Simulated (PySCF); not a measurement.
## Basis-set dependence of GeTe at MP2

PySCF, RHF reference; singlet, unpaired electrons none; De to Ge + Te without counterpoise correction. Frozen cores follow the default of each basis and core potential.

```json
{"basis": "cc-pVDZ-PP", "relativity": "scalar-relativistic core potentials", "functions": "46", "Re (Å)": "2.368", "ωe (cm⁻¹)": "329", "De (eV)": "4.09", "frozen orbitals": "8"}
{"basis": "def2-SVP", "relativity": "scalar-relativistic core potentials", "functions": "58", "Re (Å)": "2.363", "ωe (cm⁻¹)": "331", "De (eV)": "4.11", "frozen orbitals": "13"}
{"basis": "def2-TZVPPD", "relativity": "scalar-relativistic core potentials", "functions": "113", "Re (Å)": "2.333", "ωe (cm⁻¹)": "338", "De (eV)": "4.56", "frozen orbitals": "13"}
```

Problem. How does each smaller set differ from the one with most functions, def2-TZVPPD?

Solution. cc-pVDZ-PP: +3.5 pm, -2.7 % in ωe, -0.47 eV in De; def2-SVP: +3.0 pm, -2.1 % in ωe, -0.45 eV in De. All at MP2; the set with most functions is neither the basis-set limit nor always the best.

Measured (Huber and Herzberg, Constants of Diatomic Molecules (1979)): Re = 2.340165 Å, ωe = 323.9 cm⁻¹. Correlated steps freeze the inner cores (8 to 13 orbitals); shallow outer-core shells are correlated. Correlated levels converge slowly with the basis: in double zeta they bind strong bonds too weakly, by up to about 1 eV, and carry superposition errors of some tenths. Spin–orbit coupling is left out, which matters for elements this heavy, above all for dissociation energies. Where the molecule has an RHF reference, its open-shell atoms are computed with UHF.
